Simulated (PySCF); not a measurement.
Gas-phase reaction: SnCl2 + 2 H = SnH2Cl2

Energies from PySCF, thermal terms from the rigid-rotor harmonic-oscillator model, ideal gas at 1 bar. † marks an energy on the PBE0/def2-TZVP geometry and frequencies. MP2 and CCSD(T) freeze the core. Open shells (unrestricted): H (multiplicity 2); the rest are closed-shell singlets. B3LYP is the form with VWN-RPA correlation. Sn: scalar-relativistic def2 core potential, no spin-orbit coupling. SnH2Cl2: computed as isolated molecules; such fragments, hydroxides, amides, oligomers or adducts are transient or little studied in the gas. MP2 isn't extrapolated to the basis-set limit. CCSD(T) isn't extrapolated to the basis-set limit.

```json
[
 {"level": "B3LYP/def2-TZVP†", "ΔH°(298 K), kJ": "-382"},
 {"level": "BLYP/def2-TZVP†", "ΔH°(298 K), kJ": "-357"},
 {"level": "CCSD(T)/def2-SVP†", "ΔH°(298 K), kJ": "-398"},
 {"level": "HF/def2-TZVP†", "ΔH°(298 K), kJ": "…"},
 {"level": "M06-2X/def2-TZVP†", "ΔH°(298 K), kJ": "…"},
 {"level": "MP2/def2-SVP†", "ΔH°(298 K), kJ": "-382"},
 {"level": "MP2/def2-TZVPP†", "ΔH°(298 K), kJ": "-379"},
 {"level": "PBE/def2-TZVP†", "ΔH°(298 K), kJ": "…"},
 {"level": "PBE0/def2-SVP†", "ΔH°(298 K), kJ": "-383"},
 {"level": "r2SCAN/def2-TZVP†", "ΔH°(298 K), kJ": "-395"},
 {"level": "ωB97X-V/def2-TZVP†", "ΔH°(298 K), kJ": "…"}
]
```

Question: What belongs in the gaps?

Answer: 
- HF/def2-TZVP†, ΔH°(298 K), kJ: -314
- M06-2X/def2-TZVP†, ΔH°(298 K), kJ: -401
- PBE/def2-TZVP†, ΔH°(298 K), kJ: -366
- ωB97X-V/def2-TZVP†, ΔH°(298 K), kJ: -414
